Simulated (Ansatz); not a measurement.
The same hydrogenolysis along the group O, S, Se.

Program: Ansatz. Geometries: PBE0-D4/def2-TZVP. ΔE: electronic, gas phase. CCSD(T)/CBS is the MP2 limit (def2-TZVPP, def2-QZVPP) plus CCSD(T) − MP2 in def2-TZVPP, frozen cores. This one scheme is used for every species. DFT in def2-TZVPP. For Ge, Se outer-core shells are correlated without core-valence functions, which leaves a few kJ/mol of doubt a bond. Scalar relativity is left out up to krypton.

```tsv
reaction	ωB97X-V (kJ/mol)
`[SiH3][O][GeH3]` + H₂ → `[OH][GeH3]` + SiH₄	77
`[SiH3][S][GeH3]` + H₂ → `[SH][GeH3]` + SiH₄	37
`[SiH3][Se][GeH3]` + H₂ → `[GeH3][SeH]` + SiH₄	40
```

(1) Give the CCSD(T)/CBS values in the same order. (Estimate.)

Largest T1 diagnostic: 0.012, for `[SiH3][O][GeH3]`.

Answers

(1) Ansatz gave: 82, 44, 48 kJ/mol.
